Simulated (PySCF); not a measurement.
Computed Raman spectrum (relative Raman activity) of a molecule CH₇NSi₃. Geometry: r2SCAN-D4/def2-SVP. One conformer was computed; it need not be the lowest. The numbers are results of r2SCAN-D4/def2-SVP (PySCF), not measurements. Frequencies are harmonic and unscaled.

Lines under 2 % of the strongest are left out, and lines within 2 cm⁻¹ are merged.

ν (cm⁻¹): 352 (w), 424 (w), 466 (vw), 501 (vw), 541 (vw), 575 (w), 615 (vw), 667 (vw), 699 (vw), 928 (w), 932 (w), 1289 (vw), 2185 (s), 2196 (s), 2203 (m), 2210 (vs), 2221 (m), 2225 (m), 3001 (vs) (against the strongest line: vs over 80 %, s over 45 %, m over 15 %, w over 4 %, vw less)

**Question.** Which molecule gave these data?
A) [SiH3][Si@@H]1C=N[SiH2]1
B) C1=N[SiH2][SiH2][SiH2]1
C) [SiH3][Si@H]1N=C[SiH2]1
D) [SiH3]C1=N[SiH2][SiH2]1

**Answer.** C, [SiH3][Si@H]1N=C[SiH2]1
